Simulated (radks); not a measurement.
Species: Dy. Configuration: [Xe] 4f(up 6.5, down 3.5) 6s2 (fractional occupations, a model configuration).

Calculated with a radial shooting solver on a logarithmic mesh with Libxc functionals: scalar-relativistic Kohn-Sham, PBE, spin-polarised, spherical densities, point nucleus.

Energy parts (eV):
part                      energy
total                 -330817.41
kinetic                356944.26
electron-nucleus      -809626.29
Hartree                129022.97
exchange-correlation    -7158.36

Orbitals (lengths in bohr, moments of r in powers of bohr):
orbital,occ.,eigenvalue (eV),<r^4>
1s up,1,-53662.72,9.910e-07
1s down,1,-53662.72,9.910e-07
2s up,1,-8935.904,0.0001558
2s down,1,-8935.879,0.0001558
2p up,3,-7928.021,0.0001175
2p down,3,-7928.003,0.0001175
3s up,1,-1989.482,0.005959
3s down,1,-1988.311,0.005950
3p up,3,-1680.134,0.006271
3p down,3,-1678.966,0.006259
3d up,5,-1282.494,0.004962
3d down,5,-1281.602,0.004948
4s up,1,-394.5476,0.1461
4s down,1,-391.9476,0.1462
4p up,3,-292.7245,0.1928
4p down,3,-290.1531,0.1930
4d up,5,-154.1302,0.3042
4d down,5,-151.5922,0.3060
5s up,1,-49.5195,5.386
5s down,1,-48.2260,5.562
5p up,3,-25.7851,11.66
5p down,3,-24.8603,12.25
4f up,6.5,-4.0930,4.121
6s up,1,-3.7897,586.5
6s down,1,-3.7063,615.8
4f down,3.5,-1.9019,7.295

The highest occupied level is 4f down at -1.902 eV. Summed over all electrons, <r^2> = 78.01 bohr^2, which gives a Langevin (diamagnetic) susceptibility term of -61.8 x 10^-6 cm^3/mol.
